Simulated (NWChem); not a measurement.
Species: TiH2F2; SMILES [F][TiH2][F]

Program: NWChem. All runs use the structure optimised with PBE-D3(BJ)/def2-SVP. Level SCAN/def2-SVP: energy and gradient on several grids; changes count from the extra-fine grid, which is no exact limit either.

| grid | size of the energy change (μHa) | largest change of a gradient component (μHa/bohr) |
|---|---|---|
| xcoarse | 4000 | 6000 |
| coarse | 20000 | 2000 |
| medium | 5000 | 600 |
| fine | 900 | 300 |
| xfine | < 10 | < 30 |
